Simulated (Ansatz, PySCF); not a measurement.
System: GeO, charge -1, multiplicity 2. 
Structure (B3LYP-D3(BJ)/def2-TZVP (Ansatz, a quantum-chemistry and plane-wave program) minimum search):
```
Ge
O 1 1.7043
```
Charge -1, spin multiplicity 2.

Total electronic energies in hartree. Valence correlation only, unless marked. UHF or UKS for open shells. Spin-orbit coupling is left out. Frozen are the shells of the preceding noble gas and the d and f shells that filled before the atom's block. Non-relativistic. CBS(X,Y): correlation extrapolated as X^-3; Hartree-Fock from the larger set. [CCSD(T)-MP2]/basis is that difference in the basis named.

| level | program | energy (Eh) |
|---|---|---|
| HF/cc-pVTZ | Ansatz | -2150.27080 |
| RI-HF/aug-cc-pVTZ | Ansatz | -2150.28592 |
| BP86-D4/def2-TZVPD | PySCF + dftd4 | -2152.54938 |
| r2SCANh-D4/def2-TZVPD | Ansatz + dftd4 | -2152.20840 |
| HSE06-D3(BJ)/def2-TZVPD | Ansatz + dftd3 | -2151.92182 |
| CAM-B3LYP-D3(BJ)/def2-TZVPD | Ansatz + dftd3 | -2152.36899 |
| CAM-B3LYP-D4/def2-TZVPD | Ansatz + dftd4 | -2152.36931 |
| RI-MP2/def2-QZVPP | Ansatz | -2150.66100 |
| SCS-MP2/def2-SVP | Ansatz | -2150.08954 |
| SCS-MP2/def2-SVPD | Ansatz | -2150.17173 |
| CCSD/def2-SVPD | Ansatz | -2150.18400 |
| CCSD(T)/STO-3G | Ansatz | -2125.43131 |
| RI-MP2/CBS(aug-cc-pVTZ,aug-cc-pVQZ)+[CCSD(T)-MP2]/aug-cc-pVTZ | Ansatz | -2150.7070 |
| RI-MP2/CBS(def2-TZVPPD,def2-QZVPPD)+[CCSD(T)-MP2]/def2-QZVPPD | Ansatz | -2150.6995 |
| CCSD(T)/CBS(aug-cc-pVTZ,aug-cc-pVQZ) | Ansatz | -2150.7027 |

Totals of different functionals don't rank their quality; only differences between species are comparable.
